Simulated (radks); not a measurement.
Results of a calculation; reference values are marked as such.
The nuclear charge of the gadolinium ion Gd+ is varied continuously with 63 electrons held in [Xe] 4f7 5d1 6s1. Level of theory: Dirac Kohn-Sham, PBE, spin-unpolarised, spherical densities, finite nucleus; open shells fill j = l - 1/2 first; Fermi nuclear charge, rms radius 5.1569 fm (a radial shooting solver on a logarithmic mesh with Libxc functionals). By the Hellmann-Feynman theorem dE/dZ = E(electron-nucleus)/Z, the electronic potential at the nucleus (averaged over a nucleus of fixed radius).

| Z | E (hartree) | E(electron-nucleus)/Z (hartree) | HOMO | e(HOMO) (eV) | <r> HOMO (bohr) |
|---|---|---|---|---|---|
| 63 | -10851.3683 | -422.706 | 5d3/2 | -1.102 | 3.703 |
| 63.2 | -10936.1100 | -424.710 | 5d3/2 | -2.252 | 3.292 |
| 63.4 | -11021.2521 | -426.709 | 5d3/2 | -3.600 | 3.015 |
| 63.6 | -11106.7936 | -428.706 | 5d3/2 | -5.111 | 2.813 |
| 63.8 | -11192.7343 | -430.700 | 5d3/2 | -6.760 | 2.656 |
| 64 | -11279.0737 | -432.694 | 5d3/2 | -8.530 | 2.529 |
| 64.2 | -11365.8120 | -434.688 | 5d3/2 | -10.409 | 2.424 |
| 64.4 | -11452.9490 | -436.682 | 6s1/2 | -12.195 | 3.455 |
| 64.6 | -11540.4849 | -438.677 | 6s1/2 | -13.766 | 3.361 |
| 64.8 | -11628.4199 | -440.673 | 6s1/2 | -15.397 | 3.274 |
| 65 | -11716.7542 | -442.670 | 6s1/2 | -17.084 | 3.194 |

The central difference of E at Z = 64 is -432.694 hartree, to compare with the third column; the second derivative is -9.97 hartree.
